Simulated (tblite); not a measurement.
C₆H₈BGaO.
Numbering: `[GaH2:1][O:2][BH:3][c:4]1[cH:5][cH:6][cH:7][cH:8][cH:9]1` (hydrogens: H10, H11 on Ga1; H12 on B3; H13 on C5; H14 on C6; H15 on C7; H16 on C8; H17 on C9)

Computed with GFN2-xTB (tblite), gas phase: L-BFGS steps from a force-field or distance-geometry start until the largest atomic force falls under 0.01 eV/Å.

At the end of the run (lengths in Å): Ga1–O2 1.724, O2–B3 1.336, Ga1–H10 1.545, Ga1–H11 1.546, C4–C5 1.395, C7–H15 1.080, B3–C4 1.577, Ga1–O2–B3 160.6°, C5–C4–C9 117.3°, B3–C4–C5 120.8°, O2–B3–C4 120.1°, Ga1–O2–B3–C4 -1°, O2–B3–C4–C5 -1°, H12–B3–O2–Ga1 179°, H10–Ga1–O2–B3 96°.

Question: These geometries were met on the way; a selection of coordinates is given. Order them by energy above the end point, lowest first.
A. Ga1–O2 1.725, O2–B3 1.351, Ga1–H10 1.485, Ga1–H11 1.616, C4–C5 1.395, C7–H15 1.071, B3–C4 1.555, Ga1–O2–B3 108.1°, C5–C4–C9 118.4°, B3–C4–C5 116.0°, O2–B3–C4 122.3°, Ga1–O2–B3–C4 -120°, O2–B3–C4–C5 83°, H12–B3–O2–Ga1 49°, H10–Ga1–O2–B3 -149°
B. Ga1–O2 1.723, O2–B3 1.346, Ga1–H10 1.539, Ga1–H11 1.548, C4–C5 1.398, C7–H15 1.082, B3–C4 1.591, Ga1–O2–B3 153.7°, C5–C4–C9 117.0°, B3–C4–C5 120.7°, O2–B3–C4 124.6°, Ga1–O2–B3–C4 -96°, O2–B3–C4–C5 58°, H12–B3–O2–Ga1 79°, H10–Ga1–O2–B3 -156°
C. Ga1–O2 1.734, O2–B3 1.337, Ga1–H10 1.577, Ga1–H11 1.544, C4–C5 1.394, C7–H15 1.075, B3–C4 1.582, Ga1–O2–B3 165.4°, C5–C4–C9 116.5°, B3–C4–C5 122.3°, O2–B3–C4 123.6°, Ga1–O2–B3–C4 -78°, O2–B3–C4–C5 47°, H12–B3–O2–Ga1 99°, H10–Ga1–O2–B3 -173°
D. Ga1–O2 1.877, O2–B3 1.454, Ga1–H10 1.631, Ga1–H11 1.613, C4–C5 1.367, C7–H15 1.104, B3–C4 1.574, Ga1–O2–B3 99.3°, C5–C4–C9 123.9°, B3–C4–C5 119.9°, O2–B3–C4 121.0°, Ga1–O2–B3–C4 -110°, O2–B3–C4–C5 80°, H12–B3–O2–Ga1 45°, H10–Ga1–O2–B3 -145°
E. Ga1–O2 1.740, O2–B3 1.349, Ga1–H10 1.573, Ga1–H11 1.582, C4–C5 1.394, C7–H15 1.084, B3–C4 1.568, Ga1–O2–B3 132.2°, C5–C4–C9 118.3°, B3–C4–C5 116.9°, O2–B3–C4 121.8°, Ga1–O2–B3–C4 -121°, O2–B3–C4–C5 68°, H12–B3–O2–Ga1 48°, H10–Ga1–O2–B3 -148°

Answer: C (0.195 eV), B (0.336 eV), E (0.551 eV), A (0.928 eV), D (1.589 eV).

```tsv
step	E above end (eV)	rms distance from the end, all atoms (Å)	largest force (eV/Å)	rms shift of all bonds from the end (Å)
25	0.195	0.613	0.367	0.009
19	0.336	0.660	0.396	0.005
13	0.551	0.714	0.469	0.013
4	0.928	0.743	0.954	0.024
0	1.589	0.760	3.186	0.055
```

Rows stand in the order of the answer.
